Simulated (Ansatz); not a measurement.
Input for Ansatz (a first-principles code): R-RI-MP2/cc-pVQZ on AsGeH5 (SMILES [GeH3][AsH2]), a point of a torsion scan. Files ending in .json are basis or fitting sets from the Basis Set Exchange. The run froze 28 orbitals, filled d shells among them.

Ansatz 0.2 input:
```yaml
crystal:
  periodic: [false, false, false]
  atoms:
    - {symbol: Ge, position_ang: [-0.79967330, 0.06254274, -0.02203672]}
    - {symbol: As, position_ang: [1.57324580, -0.00992509, 0.00340446]}
    - {symbol: H, position_ang: [-1.50643117, -0.89990134, -0.94186785]}
    - {symbol: H, position_ang: [-1.35523734, 1.41293512, -0.39270632]}
    - {symbol: H, position_ang: [-1.41094924, -0.21493446, 1.32777253]}
    - {symbol: H, position_ang: [1.62751034, 0.32125216, -1.46003196]}
    - {symbol: H, position_ang: [1.57457035, -1.47112140, -0.34025039]}
basis:
  gaussian:
    orbitals: cc-pVQZ
    fitting: {mean_field: def2-universal-JKFIT, correlation: cc-pVQZ-RIFIT.json}
magnetization: {spin_polarized: false}
correlation: {method: mp2, electrons: outside_noble_gas}
scf: {lower_state_search: off}
```

Q: What total energy does the run end on?

A: -4312.8517 hartree.

Q: How many basis functions does it have, and what does it roughly cost on one machine?

A: 286 functions; roughly 8 core-seconds.
